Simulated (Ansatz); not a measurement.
A nudged elastic band was laid between two geometries of C$_{3}$H$_{10}$FNSi (16 atoms, charge 0, multiplicity 1).

Level of theory: RKS PBE/def2-SVP in Ansatz.

```yaml
movable_images: 7
climbing_image: yes
spring: 5.0 eV/Å²
optimiser: quadratic models (default)
start_path: through a guess of the saddle point
force_threshold: 0.05 eV/Å
iteration_limit: 60
end_points: relaxed
```

First end point:

```xyz
16
Properties=species:S:1:pos:R:3
C 0.557 -1.461 -0.776
C 0.801 -0.138 -0.031
C 0.830 1.073 -0.982
Si -0.445 0.112 1.369
N -2.044 0.270 0.729
F 0.060 1.451 2.203
H -0.441 -1.469 -1.262
H 0.597 -2.336 -0.094
H 1.319 -1.622 -1.569
H 1.790 -0.194 0.480
H -0.130 1.184 -1.532
H 1.625 0.960 -1.750
H 1.020 2.020 -0.437
H -0.476 -1.009 2.365
H -2.851 0.196 1.353
H -2.235 0.939 -0.021
```

Last end point:

```xyz
16
Properties=species:S:1:pos:R:3
C 0.132 -1.098 -1.141
C 0.663 -0.129 -0.070
C 1.503 1.004 -0.685
Si -0.728 0.578 0.998
N -1.741 -0.686 1.603
F -1.538 1.661 0.040
H -0.565 -0.588 -1.839
H -0.402 -1.963 -0.695
H 0.963 -1.511 -1.753
H 1.306 -0.705 0.636
H 0.889 1.632 -1.364
H 2.352 0.600 -1.277
H 1.928 1.675 0.090
H -0.242 1.362 2.181
H -2.398 -0.483 2.361
H -2.144 -1.371 0.959
```

Problem. What changes between the two ends?

Solution. No bond is made or broken. The dihedral C1–C2–Si4–N5 goes from -65 to 50°.

Problem. What energy profile does the band end with?

Solution. It converged. The highest image is number 4 of 0 to 8, 1.6 kcal/mol above the first end and 1.5 kcal/mol above the last; the last end lies 0.1 kcal/mol above the first. A vibrational analysis at the climbing image gives one clearly imaginary mode, 52i cm⁻¹: a first-order saddle point.

```tsv
image	path coordinate (Å)	energy (kcal/mol)	dihedral C1–C2–Si4–N5 (°)
0	0.00	0.0	-65
1	0.74	0.2	-51
2	1.47	0.8	-38
3	2.21	1.4	-24
4	2.95	1.6	-10
5	3.70	1.3	5
6	4.46	0.8	21
7	5.22	0.3	36
8	5.97	0.1	50
```

Problem. What is the geometry of the highest image?

Solution. 
```xyz
16
Properties=species:S:1:pos:R:3:forces:R:3
C 0.243 -1.258 -0.958 -0.01 0.00 0.00
C 0.755 -0.128 -0.048 0.00 0.00 0.00
C 1.246 1.083 -0.861 0.00 0.00 0.00
Si -0.490 0.365 1.310 0.00 0.00 -0.01
N -2.023 -0.388 1.044 0.00 0.00 0.01
F -0.563 2.021 1.315 0.00 0.00 0.00
H -0.610 -0.920 -1.585 0.00 0.00 0.00
H -0.101 -2.142 -0.384 0.00 0.00 0.00
H 1.038 -1.594 -1.658 0.00 0.00 0.00
H 1.624 -0.526 0.527 0.00 0.00 0.00
H 0.425 1.528 -1.462 0.00 0.00 0.00
H 2.048 0.784 -1.569 0.00 0.00 0.00
H 1.645 1.890 -0.214 0.00 0.00 0.00
H -0.065 -0.002 2.702 0.00 0.00 0.00
H -2.743 -0.344 1.769 0.00 0.00 -0.01
H -2.450 -0.391 0.114 0.00 0.00 0.00
```

Problem. What are the harmonic wavenumbers there?

Solution. 52i, 168, 185, 227, 241, 256, 282, 337, 346, 407, 429, 573, 694, 790, 846, 868, 886, 891, 907, 948, 992, 1085, 1143, 1217, 1270, 1335, 1355, 1403, 1419, 1422, 1431, 1494, 2183, 2946, 2955, 2961, 3029, 3039, 3061, 3067, 3494, 3588 cm⁻¹.

The band took 8 iterations and about 6 core-minutes.

Run time: 3.2 min on 2 threads of Arm Neoverse V2, on a shared host, peak memory 0.19 GiB.
